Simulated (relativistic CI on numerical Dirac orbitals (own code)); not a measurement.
**Line list: Electric-dipole lines, Sm34+**

These numbers are calculated, not measured: Dirac-Coulomb-Breit CI, orbitals from a KLI potential per configuration, model QED, unscaled Slater integrals (own radial code, finite nucleus).

CI space (outside the closed core [Ne]): 3s²3p⁶3d¹⁰, 3s²3p⁶3d⁹4s, 3s²3p⁶3d⁹4p, 3s²3p⁶3d⁹4d, 3s²3p⁵3d¹⁰4s, 3s²3p⁶3d⁹4f, 3s²3p⁵3d¹⁰4p, 3s²3p⁶3d⁸4s², 3s²3p⁶3d⁸4s4p, 3s²3p⁵3d¹⁰4d, 3s²3p⁶3d⁹5s, 3s3p⁶3d¹⁰4s, 3s²3p⁶3d⁸4p², 3s²3p⁶3d⁹5p, 3s²3p⁶3d⁸4s4d, 3s²3p⁵3d¹⁰4f, 3s3p⁶3d¹⁰4p, 3s²3p⁶3d⁹5d, 3s²3p⁶3d⁸4p4d, 3s²3p⁵3d⁹4s², 3s²3p⁶3d⁹5f, 3s²3p⁶3d⁹5g, 3s²3p⁵3d⁹4s4p, 3s²3p⁶3d⁸4d², 3s3p⁶3d¹⁰4d, 3s²3p⁵3d⁹4p², 3s²3p⁶3d⁹6s, 3s²3p⁵3d⁹4s4d, 3s²3p⁶3d⁹6p, 3s3p⁶3d⁹4s², 3s²3p⁵3d¹⁰5s, 3s²3p⁶3d⁹6d, 3s3p⁶3d¹⁰4f, 3s²3p⁵3d⁹4p4d, 3s²3p⁵3d¹⁰5p, 3s²3p⁴3d¹⁰4s². Levels of other configurations are missing.

| λ vac (Å) | Lower | Upper | A (s⁻¹) | log gf | S velocity/length |
| --- | --- | --- | --- | --- | --- |
| 7.2384 | 3s²3p⁶3d¹⁰ ¹S0 [1] | 3s²3p⁶3d⁹5f ¹P°1 [161] | 6.62e+13 | 0.19 | 0.92 |
| 7.3694 | 3s²3p⁶3d¹⁰ ¹S0 [1] | 3s3p⁶3d¹⁰4p ¹P°1 [140] | 2.76e+13 | -0.17 | 0.96 |
| 7.6918 | 3s²3p⁶3d¹⁰ ¹S0 [1] | 3s²3p⁵3d¹⁰4d ³D°1 [103] | 2.05e+13 | -0.26 | 0.97 |
| 8.3078 | 3s²3p⁶3d¹⁰ ¹S0 [1] | 3s²3p⁵3d¹⁰4d ¹P°1 [74] | 3.45e+13 | 0.03 | 0.97 |
| 9.3323 | 3s²3p⁶3d¹⁰ ¹S0 [1] | 3s²3p⁶3d⁹4f ¹P°1 [57] | 1.60e+14 | 0.80 | 0.93 |
| 9.6036 | 3s²3p⁶3d¹⁰ ¹S0 [1] | 3s²3p⁶3d⁹4f ³D°1 [49] | 2.21e+13 | -0.04 | 0.93 |
| 21.298 | 3s²3p⁶3d⁹4p ³F°4 [10] | 3s²3p⁶3d⁹5d ³G5 [113] | 1.84e+12 | 0.14 | 1.01 |
| 23.705 | 3s²3p⁶3d⁹4d ³G3 [29] | 3s²3p⁶3d⁹5f ³H°4 [154] | 3.42e+12 | 0.41 | 0.98 |
| 23.716 | 3s²3p⁶3d⁹4d ³G4 [19] | 3s²3p⁶3d⁹5f ³H°5 [130] | 3.43e+12 | 0.50 | 0.98 |
| 24.030 | 3s²3p⁶3d⁹4d ³G5 [23] | 3s²3p⁶3d⁹5f ³H°6 [132] | 3.68e+12 | 0.62 | 0.98 |
| 24.052 | 3s²3p⁶3d⁹4d ³G4 [32] | 3s²3p⁶3d⁹5f ³H°5 [157] | 3.67e+12 | 0.54 | 0.99 |
| 24.082 | 3s²3p⁶3d⁹4d ³D3 [24] | 3s²3p⁶3d⁹5f ³F°4 [136] | 2.79e+12 | 0.34 | 0.99 |
| 24.129 | 3s²3p⁶3d⁹4d ³F4 [26] | 3s²3p⁶3d⁹5f ³G°5 [137] | 3.08e+12 | 0.47 | 0.99 |
| 28.860 | 3s²3p⁶3d⁹4s ³D2 [5] | 3s²3p⁵3d¹⁰4s ³P°1 [65] | 2.34e+12 | -0.06 | 0.91 |
| 29.188 | 3s²3p⁶3d⁹4f ³P°2 [40] | 3s²3p⁶3d⁹5g ³F3 [146] | 4.29e+12 | 0.58 | 0.98 |
| 29.257 | 3s²3p⁶3d⁹4f ³H°4 [51] | 3s²3p⁶3d⁹5g ³I5 [166] | 7.15e+12 | 1.00 | 0.99 |
| 29.286 | 3s²3p⁶3d⁹4f ³H°5 [41] | 3s²3p⁶3d⁹5g ¹I6 [143] | 7.12e+12 | 1.08 | 0.99 |
| 29.306 | 3s²3p⁶3d⁹4f ³H°6 [42] | 3s²3p⁶3d⁹5g ³I7 [144] | 7.32e+12 | 1.15 | 0.99 |
| 29.363 | 3s²3p⁶3d⁹4f ¹D°2 [43] | 3s²3p⁶3d⁹5g ¹F3 [149] | 5.42e+12 | 0.69 | 0.99 |
| 29.369 | 3s²3p⁶3d⁹4f ³F°3 [44] | 3s²3p⁶3d⁹5g ³G4 [150] | 4.66e+12 | 0.73 | 0.99 |
| 29.405 | 3s²3p⁶3d⁹4f ³H°5 [53] | 3s²3p⁶3d⁹5g ³I6 [167] | 7.28e+12 | 1.09 | 0.99 |
| 29.449 | 3s²3p⁶3d⁹4f ³G°4 [45] | 3s²3p⁶3d⁹5g ³H5 [148] | 4.84e+12 | 0.84 | 0.99 |
| 29.495 | 3s²3p⁶3d⁹4f ³F°4 [46] | 3s²3p⁶3d⁹5g ³G5 [153] | 5.11e+12 | 0.87 | 0.99 |
| 29.557 | 3s²3p⁶3d⁹4f ³G°4 [56] | 3s²3p⁶3d⁹5g ³H5 [169] | 6.70e+12 | 0.98 | 0.99 |
| 29.575 | 3s²3p⁶3d⁹4f ³G°5 [47] | 3s²3p⁶3d⁹5g ³H6 [151] | 6.47e+12 | 1.04 | 0.99 |
| 29.614 | 3s²3p⁶3d⁹4f ¹F°3 [48] | 3s²3p⁶3d⁹5g ¹G4 [152] | 5.72e+12 | 0.83 | 0.99 |
| 37.624 | 3s²3p⁶3d⁹4s ¹D2 [3] | 3s²3p⁵3d¹⁰4s ¹P°1 [37] | 1.18e+12 | -0.12 | 0.89 |
| 37.720 | 3s²3p⁶3d⁹4p ³F°3 [7] | 3s²3p⁵3d¹⁰4p ³D2 [59] | 1.11e+12 | 0.07 | 0.90 |
| 37.731 | 3s²3p⁶3d⁹4p ³F°4 [10] | 3s²3p⁵3d¹⁰4p ³D3 [60] | 1.01e+12 | 0.18 | 0.89 |
| 37.744 | 3s²3p⁶3d⁹4s ³D3 [2] | 3s²3p⁵3d¹⁰4s ³P°2 [36] | 1.13e+12 | 0.08 | 0.89 |
| 81.324 | 3s²3p⁶3d⁹4p ³F°3 [7] | 3s²3p⁶3d⁹4d ³F3 [21] | 1.69e+11 | 0.07 | 0.93 |
| 81.709 | 3s²3p⁶3d⁹4p ³P°2 [6] | 3s²3p⁶3d⁹4d ³D2 [20] | 2.35e+11 | 0.07 | 0.93 |
| 82.501 | 3s²3p⁶3d⁹4p ³F°2 [8] | 3s²3p⁶3d⁹4d ³G3 [29] | 2.87e+11 | 0.31 | 1.04 |
| 82.806 | 3s²3p⁶3d⁹4p ³F°3 [7] | 3s²3p⁶3d⁹4d ³G4 [19] | 2.92e+11 | 0.43 | 1.04 |
| 99.218 | 3s²3p⁶3d⁹4d ³G4 [19] | 3s²3p⁶3d⁹4f ³H°5 [41] | 1.64e+11 | 0.42 | 1.06 |
| 104.21 | 3s²3p⁶3d⁹4d ³F4 [26] | 3s²3p⁶3d⁹4f ³G°5 [47] | 1.28e+11 | 0.36 | 1.03 |
| 104.43 | 3s²3p⁶3d⁹4d ³G4 [32] | 3s²3p⁶3d⁹4f ³H°5 [53] | 1.50e+11 | 0.43 | 1.05 |
| 104.62 | 3s²3p⁶3d⁹4p ³D°3 [13] | 3s²3p⁶3d⁹4d ³F4 [26] | 1.30e+11 | 0.28 | 1.01 |
| 104.88 | 3s²3p⁶3d⁹4p ³F°3 [16] | 3s²3p⁶3d⁹4d ³G4 [32] | 1.77e+11 | 0.42 | 1.04 |
| 104.90 | 3s²3p⁶3d⁹4d ³G5 [23] | 3s²3p⁶3d⁹4f ³H°6 [42] | 1.47e+11 | 0.50 | 1.06 |
| 104.97 | 3s²3p⁶3d⁹4p ³F°4 [10] | 3s²3p⁶3d⁹4d ³G5 [23] | 1.75e+11 | 0.50 | 1.05 |
| 109.36 | 3s²3p⁶3d⁹4s ³D3 [2] | 3s²3p⁶3d⁹4p ³D°3 [13] | 7.57e+10 | -0.02 | 0.93 |
| 113.00 | 3s²3p⁶3d⁹4s ¹D2 [3] | 3s²3p⁶3d⁹4p ¹D°2 [11] | 9.79e+10 | -0.03 | 0.95 |
| 113.12 | 3s²3p⁶3d⁹4s ³D2 [5] | 3s²3p⁶3d⁹4p ³F°3 [16] | 1.18e+11 | 0.20 | 1.06 |
| 113.31 | 3s²3p⁶3d⁹4s ³D3 [2] | 3s²3p⁶3d⁹4p ³F°4 [10] | 1.17e+11 | 0.31 | 1.08 |

Terms are leading LS components. Brackets give the number of a level in order of energy, since labels repeat. The list gives strong lines, with weight on those to low levels, among the lowest 400 of 2285 levels, so that lines to higher ones, which can be the strongest, are missing. Levels whose partners in the same complex of configurations lie outside the list can be far off, and so can their lines. Rates are taken at the computed energies, electric ones in the length gauge. A velocity-to-length ratio far from 1 marks an uncertain rate.

At this charge energies of transitions that change n are usually good to better than 1 %, and those within a shell (Δn = 0) to a few per cent.

LS names give the leading component of a level, which can be under half, so a name can repeat, a term be missing and a line seem to break the LS rules.
